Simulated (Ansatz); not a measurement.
Ansatz (a quantum-chemistry and plane-wave program) input (B3LYP-D3(BJ)/def2-TZVP):

Ansatz 0.2 input:
```yaml
crystal:
  periodic: [false, false, false]
  atoms:
    - {symbol: Si, position_ang: [-0.08503668, 0.63857812, 0.61830823]}
    - {symbol: C, position_ang: [1.37285142, -0.62083342, 0.21540842]}
    - {symbol: C, position_ang: [-1.40607264, -0.41907456, -0.38650303]}
    - {symbol: O, position_ang: [-0.39465757, 0.78793076, 2.10066918]}
    - {symbol: O, position_ang: [0.20339629, 1.97830422, -0.26442685]}
    - {symbol: H, position_ang: [1.16788591, -1.55142040, 0.72151364]}
    - {symbol: H, position_ang: [2.25472214, -0.15633973, 0.63319826]}
    - {symbol: H, position_ang: [1.48708296, -0.77692619, -0.84838009]}
    - {symbol: H, position_ang: [-1.10036069, -0.57318464, -1.41217231]}
    - {symbol: H, position_ang: [-2.31312110, 0.16650994, -0.33915568]}
    - {symbol: H, position_ang: [-1.54554443, -1.36164129, 0.11973941]}
    - {symbol: H, position_ang: [0.40318154, 1.96238117, -1.19641758]}
basis:
  gaussian:
    orbitals: def2-TZVP
hamiltonian:
  xc: b3lyp
  dispersion: d3bj
magnetization: {spin_polarized: true, initial_magnetization: 1}
relax: {f_tol: 0.002, max_steps: 150}
```

Output:

```
Functional definition: B3LYP
integrals: 0.12 GiB planned
1231 factors; their error is unknown
mean field: 1.43 GiB planned
mean field evaluation 1: about -14147.4376 eV, gradient 6.7e1 eV
mean field evaluation 2: about -14109.6484 eV, gradient 1.1e2 eV
mean field evaluation 4: about -14163.8078 eV, gradient 8.6e0 eV
mean field evaluation 8: about -14164.0848 eV, gradient 2.3e-1 eV
mean field evaluation 16: about -14164.0991 eV, gradient 1.3e-3 eV
mean field evaluation 32: about -14164.0282 eV, gradient 3.8e0 eV
mean field -14164.09912180 eV, -520.5210419549 hartree, gradient 1.6e-5 eV, S^2 0.759876; 2 other end points of the search recorded, 0 dependent functions left out
the calculation of the forces begins
reference -14164.09939515 eV, -520.5210520002 hartree; 25, 24 occupied and 178, 179 virtual orbitals, 1231 factors
relax step   1: F+E_penalty+E_count = -14164.53166211 eV  Δ(F+E_penalty+E_count) = +0.000e0 eV  max|allowed force component| = 3.874e0 eV/Å  Δτ_max = 0.0000 Å  (63 SCF iters, accepted)
these checks for a lower state are left out or cut short: starts, cluster_reference, orbital_swaps, neighbouring_geometries, increment
integrals: 0.12 GiB planned
1231 factors; their error is unknown
mean field: 1.42 GiB planned
mean field -14164.38337617 eV, -520.5314881102 hartree, gradient 2.6e-5 eV, S^2 0.757969; 0 other end points of the search recorded, 0 dependent functions left out
the calculation of the forces begins
reference -14164.38365457 eV, -520.5314983414 hartree; 25, 24 occupied and 178, 179 virtual orbitals, 1231 factors
relax step   2: F+E_penalty+E_count = -14164.80834342 eV  Δ(F+E_penalty+E_count) = -2.767e-1 eV  max|allowed force component| = 3.390e0 eV/Å  Δτ_max = 0.1314 Å  (62 SCF iters, accepted)
these checks for a lower state are left out or cut short: starts, cluster_reference, orbital_swaps, neighbouring_geometries, increment
integrals: 0.12 GiB planned
1231 factors; their error is unknown
mean field: 1.42 GiB planned
mean field -14164.57671627 eV, -520.5385932279 hartree, gradient 5.5e-6 eV, S^2 0.754805; 0 other end points of the search recorded, 0 dependent functions left out
the calculation of the forces begins
reference -14164.57699705 eV, -520.5386035465 hartree; 25, 24 occupied and 178, 179 virtual orbitals, 1231 factors
relax step   3: F+E_penalty+E_count = -14164.99514642 eV  Δ(F+E_penalty+E_count) = -1.868e-1 eV  max|allowed force component| = 8.234e-1 eV/Å  Δτ_max = 0.1580 Å  (63 SCF iters, accepted)
these checks for a lower state are left out or cut short: starts, cluster_reference, orbital_swaps, neighbouring_geometries, increment
integrals: 0.12 GiB planned
1231 factors; their error is unknown
mean field: 1.42 GiB planned
mean field evaluation 64: about -14164.6479 eV, gradient 4.3e-6 eV
mean field -14164.64786189 eV, -520.5412077813 hartree, gradient 4.3e-6 eV, S^2 0.754549; 0 other end points of the search recorded, 0 dependent functions left out
the calculation of the forces begins
reference -14164.64814130 eV, -520.5412180494 hartree; 25, 24 occupied and 178, 179 virtual orbitals, 1231 factors
relax step   4: F+E_penalty+E_count = -14165.07019264 eV  Δ(F+E_penalty+E_count) = -7.505e-2 eV  max|allowed force component| = 3.071e-1 eV/Å  Δτ_max = 0.0552 Å  (58 SCF iters, accepted)
these checks for a lower state are left out or cut short: starts, cluster_reference, orbital_swaps, neighbouring_geometries, increment
integrals: 0.12 GiB planned
1231 factors; their error is unknown
mean field: 1.42 GiB planned
mean field -14164.66731478 eV, -520.5419226619 hartree, gradient 7.9e-6 eV, S^2 0.753833; 0 other end points of the search recorded, 0 dependent functions left out
the calculation of the forces begins
reference -14164.66759215 eV, -520.5419328551 hartree; 25, 24 occupied and 178, 179 virtual orbitals, 1231 factors
relax step   5: F+E_penalty+E_count = -14165.08744676 eV  Δ(F+E_penalty+E_count) = -1.725e-2 eV  max|allowed force component| = 3.960e-1 eV/Å  Δτ_max = 0.0779 Å  (56 SCF iters, accepted)
these checks for a lower state are left out or cut short: starts, cluster_reference, orbital_swaps, neighbouring_geometries, increment
integrals: 0.12 GiB planned
1231 factors; their error is unknown
[...]
these checks for a lower state are left out or cut short: starts, cluster_reference, orbital_swaps, neighbouring_geometries, increment
integrals: 0.12 GiB planned
1231 factors; their error is unknown
mean field: 1.42 GiB planned
mean field evaluation 352: about -14164.7596 eV, gradient 2.5e-1 eV
mean field -14164.75976683 eV, -520.5453202119 hartree, gradient 1.5e-5 eV, S^2 0.754124; 0 other end points of the search recorded, 0 dependent functions left out
the calculation of the forces begins
reference -14164.76004242 eV, -520.5453303397 hartree; 25, 24 occupied and 178, 179 virtual orbitals, 1231 factors
relax step  30: F+E_penalty+E_count = -14165.18014056 eV  Δ(F+E_penalty+E_count) = -1.236e-2 eV  max|allowed force component| = 4.401e-1 eV/Å  Δτ_max = 0.0555 Å  (58 SCF iters, accepted)
these checks for a lower state are left out or cut short: starts, cluster_reference, orbital_swaps, neighbouring_geometries, increment
integrals: 0.12 GiB planned
1231 factors; their error is unknown
mean field: 1.42 GiB planned
mean field -14164.77100568 eV, -520.5457332323 hartree, gradient 1.1e-5 eV, S^2 0.754175; 0 other end points of the search recorded, 0 dependent functions left out
the calculation of the forces begins
reference -14164.77128128 eV, -520.5457433602 hartree; 25, 24 occupied and 178, 179 virtual orbitals, 1231 factors
relax step  31: F+E_penalty+E_count = -14165.19058403 eV  Δ(F+E_penalty+E_count) = -1.044e-2 eV  max|allowed force component| = 1.412e-1 eV/Å  Δτ_max = 0.0815 Å  (60 SCF iters, accepted)
these checks for a lower state are left out or cut short: starts, cluster_reference, orbital_swaps, neighbouring_geometries, increment
integrals: 0.12 GiB planned
1231 factors; their error is unknown
mean field: 1.42 GiB planned
mean field -14164.76418189 eV, -520.5454824625 hartree, gradient 1.1e-5 eV, S^2 0.754178; 0 other end points of the search recorded, 0 dependent functions left out
the calculation of the forces begins
reference -14164.76445794 eV, -520.5454926070 hartree; 25, 24 occupied and 178, 179 virtual orbitals, 1231 factors
relax step  32: F+E_penalty+E_count = -14165.18489297 eV  Δ(F+E_penalty+E_count) = +5.691e-3 eV  max|allowed force component| = 2.699e-1 eV/Å  Δτ_max = 0.1278 Å  (58 SCF iters, rejected (line search))
these checks for a lower state are left out or cut short: starts, cluster_reference, orbital_swaps, neighbouring_geometries, increment
integrals: 0.12 GiB planned
1231 factors; their error is unknown
mean field: 1.42 GiB planned
mean field evaluation 384: about -14164.7740 eV, gradient 2.5e-1 eV
mean field -14164.77416626 eV, -520.5458493813 hartree, gradient 2.0e-5 eV, S^2 0.754202; 0 other end points of the search recorded, 0 dependent functions left out
the calculation of the forces begins
reference -14164.77444206 eV, -520.5458595166 hartree; 25, 24 occupied and 178, 179 virtual orbitals, 1231 factors
relax step  33: F+E_penalty+E_count = -14165.19409805 eV  Δ(F+E_penalty+E_count) = -3.514e-3 eV  max|allowed force component| = 1.090e-1 eV/Å  Δτ_max = 0.0631 Å  (56 SCF iters, accepted)
these checks for a lower state are left out or cut short: starts, cluster_reference, orbital_swaps, neighbouring_geometries, increment
integrals: 0.12 GiB planned
1231 factors; their error is unknown
mean field: 1.42 GiB planned
mean field -14164.77534378 eV, -520.5458926544 hartree, gradient 5.5e-6 eV, S^2 0.754253; 0 other end points of the search recorded, 0 dependent functions left out
the calculation of the forces begins
reference -14164.77561996 eV, -520.5459028039 hartree; 25, 24 occupied and 178, 179 virtual orbitals, 1231 factors
relax step  34: F+E_penalty+E_count = -14165.19542051 eV  Δ(F+E_penalty+E_count) = -1.322e-3 eV  max|allowed force component| = 1.311e-1 eV/Å  Δτ_max = 0.0562 Å  (59 SCF iters, accepted)
these checks for a lower state are left out or cut short: starts, cluster_reference, orbital_swaps, neighbouring_geometries, increment
integrals: 0.12 GiB planned
1231 factors; their error is unknown
mean field: 1.42 GiB planned
mean field -14164.75132118 eV, -520.5450098402 hartree, gradient 1.6e-5 eV, S^2 0.754330; 0 other end points of the search recorded, 0 dependent functions left out
the calculation of the forces begins
reference -14164.75159661 eV, -520.5450199619 hartree; 25, 24 occupied and 178, 179 virtual orbitals, 1231 factors
relax step  35: F+E_penalty+E_count = -14165.17139259 eV  Δ(F+E_penalty+E_count) = +2.403e-2 eV  max|allowed force component| = 5.726e-1 eV/Å  Δτ_max = 0.0688 Å  (59 SCF iters, rejected (line search))
these checks for a lower state are left out or cut short: starts, cluster_reference, orbital_swaps, neighbouring_geometries, increment
integrals: 0.12 GiB planned
1231 factors; their error is unknown
mean field: 1.42 GiB planned
mean field evaluation 416: about -14164.7583 eV, gradient 1.1e-2 eV
mean field -14164.77602705 eV, -520.5459177642 hartree, gradient 1.5e-5 eV, S^2 0.754279; 0 other end points of the search recorded, 0 dependent functions left out
the calculation of the forces begins
reference -14164.77630328 eV, -520.5459279154 hartree; 25, 24 occupied and 178, 179 virtual orbitals, 1231 factors
relax step  36: F+E_penalty+E_count = -14165.19603824 eV  Δ(F+E_penalty+E_count) = -6.177e-4 eV  max|allowed force component| = 1.519e-2 eV/Å  Δτ_max = 0.0332 Å  (58 SCF iters, accepted)
these checks for a lower state are left out or cut short: starts, cluster_reference, orbital_swaps, neighbouring_geometries, increment
integrals: 0.12 GiB planned
1231 factors; their error is unknown
mean field: 1.42 GiB planned
mean field -14164.77606215 eV, -520.5459190540 hartree, gradient 3.4e-6 eV, S^2 0.754275; 0 other end points of the search recorded, 0 dependent functions left out
the calculation of the forces begins
reference -14164.77633833 eV, -520.5459292036 hartree; 25, 24 occupied and 178, 179 virtual orbitals, 1231 factors
relax step  37: F+E_penalty+E_count = -14165.19609845 eV  Δ(F+E_penalty+E_count) = -6.021e-5 eV  max|allowed force component| = 1.062e-2 eV/Å  Δτ_max = 0.0046 Å  (55 SCF iters, accepted)
these checks for a lower state are left out or cut short: starts, cluster_reference, orbital_swaps, neighbouring_geometries, increment
integrals: 0.12 GiB planned
1231 factors; their error is unknown
mean field: 1.42 GiB planned
mean field evaluation 448: about -14164.7761 eV, gradient 5.9e-6 eV
mean field -14164.77613350 eV, -520.5459216761 hartree, gradient 5.9e-6 eV, S^2 0.754265; 0 other end points of the search recorded, 0 dependent functions left out
the calculation of the forces begins
reference -14164.77640966 eV, -520.5459318247 hartree; 25, 24 occupied and 178, 179 virtual orbitals, 1231 factors
relax step  38: F+E_penalty+E_count = -14165.19612706 eV  Δ(F+E_penalty+E_count) = -2.861e-5 eV  max|allowed force component| = 2.952e-3 eV/Å  Δτ_max = 0.0122 Å  (59 SCF iters, accepted)
these checks for a lower state are left out or cut short: starts, cluster_reference, orbital_swaps, neighbouring_geometries, increment
integrals: 0.12 GiB planned
1231 factors; their error is unknown
mean field: 1.42 GiB planned
mean field -14164.77608239 eV, -520.5459197976 hartree, gradient 1.6e-5 eV, S^2 0.754270; 0 other end points of the search recorded, 0 dependent functions left out
the calculation of the forces begins
reference -14164.77635856 eV, -520.5459299470 hartree; 25, 24 occupied and 178, 179 virtual orbitals, 1231 factors
relax step  39: F+E_penalty+E_count = -14165.19613025 eV  Δ(F+E_penalty+E_count) = -3.181e-6 eV  max|allowed force component| = 3.613e-3 eV/Å  Δτ_max = 0.0035 Å  (49 SCF iters, accepted)
these checks for a lower state are left out or cut short: starts, cluster_reference, orbital_swaps, neighbouring_geometries, increment
integrals: 0.12 GiB planned
1231 factors; their error is unknown
mean field: 1.42 GiB planned
mean field -14164.77610657 eV, -520.5459206864 hartree, gradient 4.9e-6 eV, S^2 0.754267; 0 other end points of the search recorded, 0 dependent functions left out
the calculation of the forces begins
reference -14164.77638274 eV, -520.5459308354 hartree; 25, 24 occupied and 178, 179 virtual orbitals, 1231 factors
relax step  40: F+E_penalty+E_count = -14165.19613341 eV  Δ(F+E_penalty+E_count) = -3.165e-6 eV  max|allowed force component| = 6.769e-4 eV/Å  Δτ_max = 0.0025 Å  (50 SCF iters, accepted)
integrals: 0.12 GiB planned
1231 factors; their error is unknown
mean field: 1.42 GiB planned
mean field evaluation 480: about -14164.7561 eV, gradient 4.8e-2 eV
mean field -14164.77610657 eV, -520.5459206864 hartree, gradient 4.9e-6 eV, S^2 0.754267; 3 other end points of the search recorded, 0 dependent functions left out
the calculation of the forces begins
reference -14164.77638274 eV, -520.5459308354 hartree; 25, 24 occupied and 178, 179 virtual orbitals, 1231 factors
Total energy: -14165.19640958 eV, -520.5613665370 hartree
Atom 0 at     0.034932     0.440932     0.269620 Å, force    -0.000312    -0.000361     0.000618 eV/Å
Atom 1 at     1.533187    -0.662587     0.311312 Å, force    -0.000139    -0.000036     0.000677 eV/Å
Atom 2 at    -1.510049    -0.404043    -0.397156 Å, force     0.000122     0.000450    -0.000224 eV/Å
Atom 3 at    -0.473136     0.838648     1.793254 Å, force     0.000137    -0.000045     0.000084 eV/Å
Atom 4 at     0.472137     1.734856    -0.653728 Å, force    -0.000148    -0.000412    -0.000582 eV/Å
Atom 5 at     1.318618    -1.583327     0.854445 Å, force     0.000051     0.000019    -0.000215 eV/Å
Atom 6 at     2.368308    -0.157709     0.798453 Å, force     0.000044     0.000047    -0.000029 eV/Å
Atom 7 at     1.836986    -0.913967    -0.706698 Å, force     0.000200    -0.000029    -0.000346 eV/Å
Atom 8 at    -1.316081    -0.665823    -1.440768 Å, force    -0.000094     0.000116    -0.000058 eV/Å
Atom 9 at    -2.376019     0.256904    -0.359701 Å, force     0.000046    -0.000145    -0.000166 eV/Å
Atom 10 at    -1.737210    -1.310332     0.163040 Å, force     0.000156     0.000066     0.000152 eV/Å
Atom 11 at    -0.107347     2.500734    -0.670290 Å, force    -0.000064     0.000330     0.000088 eV/Å
Dipole moment:    -0.104752    -0.116149    -0.324210 e Å
```

It need not be the lowest isomer of its formula.
